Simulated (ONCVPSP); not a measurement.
**Sc (Z = 21): one change to an ONCV potential, before and after**

- Element: scandium
- Generator: ONCVPSP 4.0.1
- Type: optimised norm-conserving Vanderbilt (ONCV)
- Functional: LDA (Perdew-Zunger)
- Relativity: scalar-relativistic
- Frozen core: [Ne]
- Valence charge: 11
- Reference configuration: 3s2 3p6 3d1 4s1.5 (charge +0.5)
- Partial waves: 3s+4s: rc 1.40 bohr, ncon 4, nbas 9, qcut 9.4 1/bohr, 2 projectors; 3p: rc 1.80 bohr, ncon 4, nbas 9, qcut 8.4 1/bohr, 2 projectors, debl 3.8 Ha; 3d: rc 2.00 bohr, ncon 4, nbas 8, qcut 7.5 1/bohr, 2 projectors, debl 3.5 Ha
- Local potential: polynomial inside 1.00 bohr (lpopt 5, dvloc0 3 Ha)
- Core correction: polynomial model core, fcfact 0.4

All-electron outer shells of the reference configuration (LDA (Perdew-Zunger), scalar-relativistic, ld1.x):

```
shell  level (eV)  outermost node (bohr)  outermost maximum (bohr)
   2p     -391.39                      –                      0.23
   3s      -58.06                   0.42                      0.92
   3p      -36.91                   0.39                      0.97
   4s       -7.04                   1.33                      2.98
   3d       -6.66                      –                      1.10
```

Change: s: qcut 5.6.

Cutoffs: the cutoffs (Ha) at which the residual kinetic energy of the hardest occupied pseudo-wave falls to 1 and 0.1 mHa per electron; they do not see the model core or the augmentation charge, which bear on the density cutoff. Errors are all-electron minus pseudo energies relative to the spin-unpolarised reference configuration.

Q: What does the change do?

A: The potential gets neither clearly harder nor softer (29 Ha and 34 Ha → 26 Ha and 114 Ha); of the 4 tests that both files solve, the error grows in 1 and shrinks in 0 by more than 15 % and 0.3 meV (median size 0.3 → 0.3 meV); the range in which the s phases agree narrows (upper end at the end of the scan → 3.5); neither file shows a bound ghost.

| quantity | base | changed |
| --- | --- | --- |
| cutoff, loose | 29 Ha | 26 Ha |
| cutoff, tight | 34 Ha | 114 Ha |
| loose cutoff by channel | s 29 Ha, p 18 Ha, d 22 Ha | s 26 Ha, p 18 Ha, d 22 Ha |
| bound ghosts | none | none |
| GHOST(+) flags under 300 eV | none | none |
| error for 3s2 3p6 3d1 4s2, meV [ΔE -2.82 eV] | +0.2 | +0.1 |
| error for 3s2 3p6 3d1 4s1, meV [ΔE 4.24 eV] | -0.2 | -0.3 |
| error for 3s2 3p6 3d1 4s0, meV [ΔE 17.20 eV] | -0.7 | -1.9 |
| error for 3s2 3p6 3d1 4s1 4p1, meV [ΔE 0.02 eV] | +0.4 | +0.4 |
| s: phases at 1.42 bohr within 0.05 rad from the reference energy up to (Ha; the scan ends near 5) | to the end of the scan | 3.5 |
| p: phases at 1.82 bohr within 0.05 rad from the reference energy up to (Ha; the scan ends near 5) | to the end of the scan | to the end of the scan |
| d: phases at 2.03 bohr within 0.05 rad from the reference energy up to (Ha; the scan ends near 5) | to the end of the scan | to the end of the scan |
| rms error of d²Exc/dni dnj with the model core, mHa | 0.70 | 0.90 |
